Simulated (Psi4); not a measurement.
BiF$_{3}$ (SMILES [F][Bi]([F])[F]), singlet, geometry from GFN2-xTB (such geometries of metal compounds can be far from the true shape) (core potentials on Bi). Base run: Psi4 with BLYP/def2-SV(P).

Geometry (Å):
```xyz
4

Bi     0.0028    -0.0040     0.2731
F     -1.3526    -1.0098    -0.8407
F     -0.2219     1.6872    -0.8126
F      1.5484    -0.6402    -0.8653
```
All else is at Psi4's defaults (density fitting).

Variants of this job, named by their change:

| change | E (Eh) | dipole (D) | core-seconds (rough) |
|---|---|---|---|
| base | -513.94203 | 5.01 | 6 |
| functional = m06-l | -514.08769 | 5.69 | 9 |
| functional = m06 | [?] | [?] | 8 |
| functional = m06-2x | -513.72830 | 6.02 | 10 |
| functional = hf (with energy('scf')) | -511.66352 | 6.64 | 4 |
| functional = pbe | -513.73867 | 5.03 | 7 |
| functional = wb97m-v | -513.83280 | 5.63 | 50 |
| functional = pw6b95 | [?] | [?] | 10 |
| functional = svwn | -512.81722 | 5.03 | 5 |
| functional = wb97x-v | -513.84585 | 5.68 | 40 |
| functional = bhhlyp | [?] | [?] | 6 |
| functional = b3lyp5 | -513.86250 | 5.48 | 6 |
| functional = m11 | [?] | [?] | 9 |

### Question
Fill in the missing entries.

### Answer

- functional = m06, E (Eh): -513.93568
- functional = m06, dipole (D): 5.99
- functional = pw6b95, E (Eh): -514.38434
- functional = pw6b95, dipole (D): 5.67
- functional = bhhlyp, E (Eh): -513.74113
- functional = bhhlyp, dipole (D): 6.04
- functional = m11, E (Eh): -513.74415
- functional = m11, dipole (D): 5.92

Totals shift with the method and basis; they matter in differences.
